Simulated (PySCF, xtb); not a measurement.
Nb(O)(OH)(NH2)2 (H5N2NbO2), SMILES [NH2][Nb]([NH2])(=[O])[OH], multiplicity 1.

GFN2-xTB run with xtb at its own geometry gives an orbital gap of 3.53 eV and a dipole moment of 5.77 D.

Geometry: PBE0-D3(BJ)/def2-SVP. The multiplicity is an assumed one; no other spin state was optimised. The structure was generated by enumeration; whether it is a known compound was not checked. The def2 effective core potentials stand for the cores of Nb; spin–orbit coupling is left out. Other conformers were not sampled.

Question: What does B3LYP/def2-TZVP (PySCF) give? (Estimate from the structure and the level; the computed values follow.)

Answer: gap 6.19 eV (levels -7.01 and -0.82 eV), dipole 2.37 D.
